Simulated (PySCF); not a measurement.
Stepwise substitution at one centre (Al H-SiH3). All species are isolated molecules in the gas phase. Strings in code marks are SMILES.

The numbers are results of B3LYP-D3(BJ)/def2-TZVP run with PySCF, not measurements. All candidates: neutral, multiplicity 1. B3LYP has the VWN-RPA correlation part, as in Gaussian. Delta-SCF ions had no search for a lower state. 

| Property | Value |
|---|---|
| LUMO | -2.30 eV |
| vertical ionisation energy (Delta-SCF) | 9.71 eV |
| dipole moment | 0.27 D |

Question: Name which member has these values.
(A) `[SiH3][Al]([SiH3])[SiH3]`
(B) `[AlH2][SiH3]`
(C) `[AlH3]`

Answer: B, `[AlH2][SiH3]`. The others give `[AlH3]`: -1.97 eV, 11.21 eV, 0.00 D; `[SiH3][Al]([SiH3])[SiH3]`: -2.78 eV, 8.95 eV, 0.11 D
